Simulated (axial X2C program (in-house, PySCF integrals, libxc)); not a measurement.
What spin–orbit coupling does to MoH

Calculated with an in-house relativistic program for diatomic molecules. Spin-free means the one-electron spin-free X2C Hamiltonian; two-component (2c) means X2C with spin–orbit coupling and atomic mean-field two-electron Coulomb and Gaunt terms, so the difference of the two also holds small scalar two-electron terms. Basis: Mo dyall-cv3z [11s12p9d5f3g], H dyall-v3z [6s2p1d] (cores contracted in-house); Gaussian nuclei, density fitting, unrestricted open shells. Masses: Mo 97.905 u, H 1.008 u.

Spin-free state: M_S = 5/2, Λ = 0 (beyond evenly filled blocks: σα, π+α, π-α, δ+α, δ-α); fragments Mo + H.

```csv
level,Re (Å),ωe (cm⁻¹),De (eV),μ (D)
PBE0,1.717,1758.7,2.362,-2.59
HF,1.780,1598.5,1.259,-3.44
MP2,1.702,1814.5,2.182,n/a
CCSD,1.722,1761.6,2.343,n/a
CCSD(T),1.719,1770.4,2.398,n/a
B3LYP,1.721,1759.2,2.624,-2.49
```

Correlated methods: 15 electrons correlated (number of frozen shells: Mo 3 s, 2 p, 1 d; H none), 225 virtual spin orbitals or spinors in MP2, 90 natural virtuals in coupled cluster.

Dipoles are positive if H is the positive end.

Two-component determinant lowest at the distance of the search:

Ω = 5/2 (⟨Sz⟩ = 2.50, ⟨Lz⟩ = 0.00 at HF); fragments Mo + H.

```json
{"level": "PBE0", "Re (Å)": "1.717", "ωe (cm⁻¹)": "1757.4", "De (eV)": "2.360", "μ (D)": "-2.60"}
{"level": "HF", "Re (Å)": "1.780", "ωe (cm⁻¹)": "1596.2", "De (eV)": "1.257", "μ (D)": "-3.44"}
{"level": "MP2", "Re (Å)": "1.702", "ωe (cm⁻¹)": "1813.4", "De (eV)": "2.180", "μ (D)": "n/a"}
{"level": "CCSD", "Re (Å)": "1.723", "ωe (cm⁻¹)": "1759.9", "De (eV)": "2.338", "μ (D)": "n/a"}
{"level": "CCSD(T)", "Re (Å)": "1.719", "ωe (cm⁻¹)": "1768.8", "De (eV)": "2.388", "μ (D)": "n/a"}
{"level": "B3LYP", "Re (Å)": "1.721", "ωe (cm⁻¹)": "1757.7", "De (eV)": "2.622", "μ (D)": "-2.49"}
```

From the two tables, how do the constants change at the CCSD(T) level (2c against spin-free)?

At the CCSD(T) level Re is unchanged within 0.001 Å and ωe falls by 1.6 cm⁻¹; De changes by -0.010 eV.

Occupations by symmetry block were frozen at the best pattern of an incomplete PBE0 search. De is counted from the lowest determinant-based energies of the atoms at the same level, without counterpoise correction. Density functionals use the spin component along the axis (collinear). Coupled cluster ran in a truncated set of natural virtual spinors; the MP2 energy of the rest was added. (T) has no such correction and the atoms are truncated less, which lowers De at CCSD(T) by a hundredth of an eV or more. With several unpaired electrons one determinant need not be a pure state. This is the top spin component of a Σ state; components of lower Ω are not single determinants and can lie lower. The determinant is spin-polarised beyond a pure state at some levels (its spin-free form has ⟨S²⟩ too high), which makes Re and μ there less reliable.
